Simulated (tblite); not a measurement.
Species: C5H3O2 (charge -1).
Atom-mapped SMILES: `[CH:1]#[C:2]/[C:3]([O-:4])=[CH:5]/[CH:6]=[O:7]` (hydrogens: H8 on C1; H9 on C5; H10 on C6)

Geometry (GFN2-xTB, Å), atoms numbered from 1 in this order:
```
atom  x, y, z in Å
C1     2.7489    0.4182   -0.1441
C2     1.6295   -0.0136   -0.2085
C3     0.3018   -0.6183   -0.2942
O4     0.2198   -1.8447   -0.4944
C5    -0.7327    0.3157   -0.1292
C6    -2.0854   -0.0330   -0.1726
O7    -3.0629    0.7172   -0.0386
H8     3.7165    0.8283   -0.0822
H9    -0.4646    1.3522    0.0390
H10   -2.2621   -1.1173   -0.3506
```

Computed with GFN2-xTB (tblite): harmonic, unscaled wavenumbers at the GFN2-xTB geometry, gas phase. This tight-binding method is rough: wavenumbers can miss measured ones by several per cent, in bad cases by 10 to 20. One conformer, not necessarily the lowest.

Harmonic wavenumbers (cm⁻¹): 103.8, 110.3, 203.8, 214.8, 260.4, 451.8, 464.1, 562.0, 579.6, 671.4, 696.9, 771.8, 928.9, 939.7, 1119.9, 1225.0, 1351.0, 1432.7, 1611.6, 1663.5, 2222.4, 2693.2, 3030.8, 3331.5.

A = 7222, B = 1440, C = 1201 MHz; mass 95.013 u (most abundant isotopes); point group Cs, symmetry number 1.

**Question.** What is the zero-point energy?

**Answer.** ½Σν̃ = 13320 cm⁻¹ = 38.09 kcal/mol.

**Question.** Give the ideal-gas entropy at 500 K and 1 bar in the rigid-rotor, harmonic-oscillator model (classical rotation).

**Answer.** Translation 42.16, rotation 29.19, vibration 27.83: S = 99.2 cal/(mol K).

**Question.** And Cp and H(500 K) − H(0)?

**Answer.** Cp = 34.68 cal/(mol K), of which vibrations give 26.73 (their classical limit is 24 R = 47.7); H(500 K) − H(0) = 11.31 kcal/mol without the zero-point energy, 7.34 from vibrations.

**Question.** Which modes carry the vibrational entropy at 500 K?

**Answer.** 103.8 cm⁻¹: 4.40; 110.3 cm⁻¹: 4.28; 203.8 cm⁻¹: 3.08; 214.8 cm⁻¹: 2.97; 260.4 cm⁻¹: 2.61; 451.8 cm⁻¹: 1.60 cal/(mol K); the other 18 give 8.90 together.

**Question.** What must be added to the electronic energy to get the Gibbs energy at 500 K and 1 bar?

**Answer.** ZPE + [H(500 K) − H(0)] − T·S = 38.09 + 11.31 − 49.59 = -0.19 kcal/mol.

**Question.** Blend soft modes into free rotors: weight 1/[1 + (100 cm⁻¹/ν̃)⁴] for the oscillator and the rest for a rotor with moment μB/(μ + B), μ = h/(8π²ν), B = 10⁻⁴⁴ kg m². What vibrational entropy results?

**Answer.** 26.89 cal/(mol K) in place of 27.83, which changes −T·S at 500 K by +0.47 kcal/mol.

Hindered rotation and anharmonicity are outside this model. Other conformers, if any are populated, would add a mixing term that is left out.
